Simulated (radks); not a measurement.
Isoelectronic series with 20 electrons, all held in the configuration [Ar] 4s2, which need not be the ground one along the series. Calculated with a radial shooting solver on a logarithmic mesh with Libxc functionals: scalar-relativistic Kohn-Sham, PBE, spin-unpolarised, spherical densities, finite nucleus; Fermi nuclear charge, rms radius of each element as measured or else 0.836 A^(1/3) + 0.57 fm. Total energies (hartree) and mean radii <r> (bohr):

| ion | E (hartree) | 4s | 3p | 3s |
|---|---|---|---|---|
| Ca | -680.32405 | 4.020 | 1.271 | 1.156 |
| Ti2+ | -852.35690 | 2.669 | 1.039 | 0.9808 |
| Cr4+ | -1045.13593 | 2.086 | 0.8814 | 0.8516 |
| Fe6+ | -1258.71105 | 1.735 | 0.7670 | 0.7524 |
| Ni8+ | -1493.17988 | 1.492 | 0.6796 | 0.6740 |
| Zn10+ | -1748.66555 | 1.313 | 0.6104 | 0.6103 |
| Ge12+ | -2025.31178 | 1.173 | 0.5541 | 0.5575 |
| Se14+ | -2323.28009 | 1.062 | 0.5075 | 0.5130 |
| Kr16+ | -2642.74771 | 0.9696 | 0.4680 | 0.4750 |
| Sr18+ | -2983.90836 | 0.8925 | 0.4343 | 0.4421 |
| Zr20+ | -3346.97176 | 0.8267 | 0.4051 | 0.4133 |
| Mo22+ | -3732.16245 | 0.7699 | 0.3795 | 0.3879 |
| Ru24+ | -4139.72759 | 0.7204 | 0.3569 | 0.3653 |
| Pd26+ | -4569.92863 | 0.6767 | 0.3368 | 0.3451 |
| Cd28+ | -5023.04449 | 0.6378 | 0.3187 | 0.3269 |
| Sn30+ | -5499.37857 | 0.6031 | 0.3025 | 0.3104 |
| Te32+ | -5999.24707 | 0.5718 | 0.2878 | 0.2953 |
